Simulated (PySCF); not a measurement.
PySCF input (M06-2X/6-31G* with LANL2DZ past Ar (5d)):

```python
from pyscf import gto, dft

mol = gto.M(
    atom='''
    Ge   -0.00000000   -0.00000000   -0.67615959
    S     0.00000000    0.00000000    1.35231918
    ''',
    basis={'default': '6-31g*', 'Ge': 'lanl2dz'},
    ecp={'Ge': 'lanl2dz'},
    charge=1,
    spin=1,
    symmetry='C2v',
    verbose=4,
)

mf = dft.UKS(mol, xc='m062x')
mf.grids.level = 4
mf.conv_tol = 1e-9
mf.max_cycle = 100
mf.max_memory = 1500
mf.kernel()
if not mf.converged:
    mf = mf.newton()
    mf.kernel(mf.make_rdm1())
mf.dip_moment()
```

Output:

```
PySCF version 2.14.0

[INPUT] verbose = 4
[INPUT] num. atoms = 2
[INPUT] num. electrons = 19
[INPUT] charge = 1
[INPUT] spin (= nelec alpha-beta = 2S) = 1
[INPUT] symmetry C2v subgroup None
[INPUT] Mole.unit = angstrom
[INPUT] Symbol           X                Y                Z      unit          X                Y                Z       unit  Magmom
[INPUT]  1 Ge     0.000000000000   0.000000000000  -0.676159590000 AA    0.000000000000   0.000000000000  -1.277756441598 Bohr   0.0
[INPUT]  2 S      0.000000000000   0.000000000000   1.352319180000 AA    0.000000000000   0.000000000000   2.555512883196 Bohr   0.0

nuclear repulsion = 16.6959309605592
point group symmetry = Coov, use subgroup C2v
symmetry origin: [0. 0. 0.]
symmetry axis x: [1. 0. 0.]
symmetry axis y: [0. 1. 0.]
symmetry axis z: [0. 0. 1.]
num. orbitals of irrep A1 = 13
num. orbitals of irrep A2 = 1
num. orbitals of irrep B1 = 6
num. orbitals of irrep B2 = 6
number of shells = 12
number of NR pGTOs = 63
number of NR cGTOs = 26
basis = {'default': '6-31g*', 'Ge': 'lanl2dz'}
ecp = {'Ge': 'lanl2dz'}

******** <class 'pyscf.dft.uks_symm.SymAdaptedUKS'> ********
method = SymAdaptedUKS
initial guess = minao
damping factor = 0
level_shift factor = 0
DIIS = <class 'pyscf.scf.diis.CDIIS'>
diis_start_cycle = 1
diis_space = 8
diis_damp = 0
SCF conv_tol = 1e-09
SCF conv_tol_grad = None
SCF max_cycles = 100
direct_scf = True
direct_scf_tol = 1e-13
number electrons alpha = 10  beta = 9
XC library pyscf.dft.libxc version 7.1.2
    S. Lehtola, C. Steigemann, M. J. T. Oliveira, and M. A. L. Marques,  SoftwareX 7, 1–5 (2018)
XC functionals = m062x
    Y. Zhao and D. G. Truhlar,  Theor. Chem. Acc. 120, 215 (2008)
    Y. Zhao and D. G. Truhlar,  Theor. Chem. Acc. 120, 215 (2008)
radial grids:
    Treutler-Ahlrichs [JCP 102, 346 (1995); DOI:10.1063/1.469408] (M4) radial grids

becke partition: Becke, JCP 88, 2547 (1988); DOI:10.1063/1.454033
pruning grids: <function nwchem_prune>
grids dens level: 4
symmetrized grids: C2v
atomic radii adjust function: <function treutler_atomic_radii_adjust>
small_rho_cutoff = 0
Freeze 0 electrons in irreps []
    19 free electrons in irreps A1 A2 B1 B2
Set gradient conv threshold to 3.16228e-05
tot grids = 58880
init E= -389.864234713324
alpha HOMO (A1) = -0.133435590403359  LUMO (B1) = 0.0306321389487189
beta  HOMO (B2) = -0.298972783435206  LUMO (A1) = -0.133435590403352

WARN: HOMO -0.133435590403359 >= LUMO -0.133435590403352

WARN: alpha-A1 HOMO -0.133435590403359 > system LUMO -0.133435590403352

WARN: beta-A1 LUMO -0.133435590403352 < system HOMO -0.133435590403359

cycle= 1 E= -401.137920236794  delta_E= -11.3  |g|= 0.531  |ddm|= 1.92
alpha HOMO (A1) = -0.508135215374288  LUMO (B2) = -0.309054960618069
beta  HOMO (B1) = -0.56658496856128  LUMO (A1) = -0.498115475213574
  HOMO = -0.508135215374  LUMO = -0.498115475214  gap/eV = 0.27265
cycle= 2 E= -399.296826111865  delta_E= 1.84  |g|= 1.42  |ddm|= 2.43
alpha HOMO (B1) = -0.586542802043325  LUMO (B2) = -0.353810988989338
beta  HOMO (B1) = -0.578037914078064  LUMO (A1) = -0.518781643069854
  HOMO = -0.578037914078  LUMO = -0.51878164307  gap/eV = 1.61245
cycle= 3 E= -401.512127854356  delta_E= -2.22  |g|= 0.128  |ddm|= 1.72
alpha HOMO (B1) = -0.584943549318413  LUMO (B2) = -0.321456529741423
beta  HOMO (B1) = -0.573601705419309  LUMO (A1) = -0.462453264580827
  HOMO = -0.573601705419  LUMO = -0.462453264581  gap/eV = 3.02450
cycle= 4 E= -401.524169365041  delta_E= -0.012  |g|= 0.0573  |ddm|= 0.164
alpha HOMO (B2) = -0.596262266630413  LUMO (B1) = -0.319621989344922
beta  HOMO (B2) = -0.585087284963841  LUMO (A1) = -0.454200779549613
  HOMO = -0.585087284964  LUMO = -0.45420077955  gap/eV = 3.56160
cycle= 5 E= -401.526611270692  delta_E= -0.00244  |g|= 0.0218  |ddm|= 0.065
alpha HOMO (B1) = -0.594254290877272  LUMO (B1) = -0.316238819816687
beta  HOMO (B2) = -0.583321087894058  LUMO (A1) = -0.44861836081477
  HOMO = -0.583321087894  LUMO = -0.448618360815  gap/eV = 3.66545
cycle= 6 E= -401.52712084249  delta_E= -0.00051  |g|= 0.00285  |ddm|= 0.0333
alpha HOMO (B2) = -0.594755281655827  LUMO (B1) = -0.316673676390188
beta  HOMO (B2) = -0.58366652562024  LUMO (A1) = -0.448477025774604
  HOMO = -0.58366652562  LUMO = -0.448477025775  gap/eV = 3.67869
cycle= 7 E= -401.527135983187  delta_E= -1.51e-05  |g|= 0.000719  |ddm|= 0.00868
alpha HOMO (B1) = -0.594720295487638  LUMO (B2) = -0.316506504825523
beta  HOMO (B1) = -0.583588018354089  LUMO (A1) = -0.448125079542137
  HOMO = -0.583588018354  LUMO = -0.448125079542  gap/eV = 3.68613
cycle= 8 E= -401.527138238432  delta_E= -2.26e-06  |g|= 0.000283  |ddm|= 0.00429
alpha HOMO (B1) = -0.594766670639725  LUMO (B1) = -0.316492930658668
beta  HOMO (B2) = -0.583604224271089  LUMO (A1) = -0.448089479484981
  HOMO = -0.583604224271  LUMO = -0.448089479485  gap/eV = 3.68754
cycle= 9 E= -401.527138607417  delta_E= -3.69e-07  |g|= 0.00012  |ddm|= 0.00209
alpha HOMO (B2) = -0.594805909804728  LUMO (B2) = -0.316490606517913
beta  HOMO (B1) = -0.583599734904438  LUMO (A1) = -0.448087743021635
  HOMO = -0.583599734904  LUMO = -0.448087743022  gap/eV = 3.68747
cycle= 10 E= -401.527138662056  delta_E= -5.46e-08  |g|= 4.85e-05  |ddm|= 0.000507
alpha HOMO (B2) = -0.594829336883687  LUMO (B2) = -0.316484395850703
beta  HOMO (B2) = -0.583572929228552  LUMO (A1) = -0.448087449529371
  HOMO = -0.583572929229  LUMO = -0.448087449529  gap/eV = 3.68675
cycle= 11 E= -401.527138684565  delta_E= -2.25e-08  |g|= 1.41e-05  |ddm|= 0.000463
alpha HOMO (B2) = -0.594840097944334  LUMO (B1) = -0.316484308949633
beta  HOMO (B2) = -0.583566541783854  LUMO (A1) = -0.448087414732246
  HOMO = -0.583566541784  LUMO = -0.448087414732  gap/eV = 3.68657
cycle= 12 E= -401.527138686116  delta_E= -1.55e-09  |g|= 1.83e-06  |ddm|= 0.000151
alpha HOMO (B1) = -0.594840740827718  LUMO (B2) = -0.316483912912565
beta  HOMO (B1) = -0.583566210518231  LUMO (A1) = -0.448086895299589
  HOMO = -0.583566210518  LUMO = -0.4480868953  gap/eV = 3.68658
cycle= 13 E= -401.527138686125  delta_E= -9.27e-12  |g|= 1.9e-07  |ddm|= 9.72e-06
alpha HOMO (B1) = -0.59484082522505  LUMO (B2) = -0.316483963713081
beta  HOMO (B1) = -0.583566269521267  LUMO (A1) = -0.448086996128357
  HOMO = -0.583566269521  LUMO = -0.448086996128  gap/eV = 3.68658
Extra cycle  E= -401.527138686125  delta_E= 5.68e-14  |g|= 7.64e-08  |ddm|= 5.1e-07
converged SCF energy = -401.527138686125  <S^2> = 0.75625557  2S+1 = 2.0062458

WARN: System has nonzero charge 1; the dipole moment is origin-dependent.
Location of origin: [0. 0. 0.]

Dipole moment(X, Y, Z, Debye):  0.00000,  0.00000, -2.37241
```

The dipole moment of an ion depends on the origin.
